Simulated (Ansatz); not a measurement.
A run for Ansatz (a first-principles code): R-B3LYP/def2-TZVPPD on CH8GeO2 (a complex). Files ending in .json are basis or fitting sets from the Basis Set Exchange.

Ansatz 0.2 input:
```yaml
crystal:
  periodic: [false, false, false]
  atoms:
    - {symbol: O, position_ang: [1.00359382, -0.95433350, -0.00968551]}
    - {symbol: Ge, position_ang: [-0.47690790, 0.02248636, -0.24237354]}
    - {symbol: O, position_ang: [-0.30372657, 1.59505425, 0.58343886]}
    - {symbol: H, position_ang: [1.78806361, -0.53920456, -0.38303570]}
    - {symbol: H, position_ang: [-0.67766233, 0.40253068, -1.71474951]}
    - {symbol: H, position_ang: [-1.57730660, -0.84070289, 0.38618405]}
    - {symbol: H, position_ang: [-0.19935862, 1.50038717, 1.53632849]}
    - {symbol: C, position_ang: [0.38124237, -0.11754977, 3.52916455]}
    - {symbol: H, position_ang: [0.55349860, -0.65886351, 4.45809701]}
    - {symbol: H, position_ang: [0.85062973, 0.86415866, 3.60144098]}
    - {symbol: H, position_ang: [0.81378850, -0.67140835, 2.69720127]}
    - {symbol: H, position_ang: [-0.69358647, -0.00597688, 3.38228693]}
basis:
  gaussian:
    orbitals: def2-TZVPPD.json
hamiltonian:
  xc: {name: B3LYP}
scf: {lower_state_search: off}
```

Output:

```
WARN ansatz: RAYON_NUM_THREADS=1 ignored (pool sized by the plan → 1); use --threads N
Functional definition: B3LYP
these checks for a lower state are left out or cut short: stability, starts, cluster_reference, orbital_swaps, neighbouring_geometries, increment
integrals: 0.28 GiB planned
1428 factors; their error is unknown
mean field: 1.58 GiB planned
mean field evaluation 1: about -61769.5963 eV, gradient 9.5e1 eV
mean field evaluation 2: about -61734.6399 eV, gradient 1.6e2 eV
mean field evaluation 4: about -61784.9062 eV, gradient 7.9e0 eV
mean field evaluation 8: about -61785.0419 eV, gradient 2.0e-1 eV
mean field evaluation 16: about -61785.2211 eV, gradient 1.6e-4 eV
mean field -61785.22108095 eV, -2270.5649951980 hartree, gradient 4.2e-6 eV, S^2 0.000000; 0 other end points of the search recorded, 0 dependent functions left out
reference -61785.22139920 eV, -2270.5650068932 hartree; 31, 31 occupied and 276, 276 virtual orbitals, 1428 factors
Total energy: -61785.22139920 eV, -2270.5650068932 hartree
Checks for a lower state left out: stability, starts, cluster_reference, orbital_swaps, neighbouring_geometries, increment
```

The calculation finished and met its thresholds.

Cost: around 13 core-seconds (rough).
